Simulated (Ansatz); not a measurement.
RuO3S (RuSO3). Total charge 0; triplet. Geometry B3LYP-D4/def2-SVP, that of the neutral singlet; atoms count from 1.

```xyz
5

Ru    0.073    0.051    0.030
O    -0.411    1.657    0.180
O     0.580   -0.544    1.521
O     1.318   -0.075   -1.097
S    -1.560   -1.089   -0.635
```

In the def2 sets Ru takes a core potential; there is no spin–orbit coupling. At PBE0-D4/def2-TZVP a singlet of charge 0 lies 1.21 eV below the triplet at the same geometry. That singlet is doubtful there (restricted singlet, unstable towards broken spin symmetry at other levels and untested here).

(1) Estimate the Mulliken populations from the PBE0/def2-TZVP orbitals of Ansatz.

(2) Where does the spin sit?

(3) And the Mayer bond orders between bonded heavy atoms (over 0.3)?

## Answers

(1) 
```csv
atom,charge (e),spin (α − β),d electrons
Ru1,1.49,0.32,5.75
O2,-0.47,0.10,–
O3,-0.47,0.10,–
O4,-0.42,0.55,–
S5,-0.11,0.92,–
```
Mulliken values and Mayer orders depend strongly on the basis.

(2) Summed by element: Ru 0.32, O 0.76, S 0.92, of 2 unpaired in all. Largest on single atoms: S5 0.92, O4 0.55, Ru1 0.32.

(3) Ru1–O2 1.56 (1.68 Å); Ru1–O3 1.56 (1.68 Å); Ru1–O4 1.45 (1.68 Å); Ru1–S5 1.20 (2.10 Å).
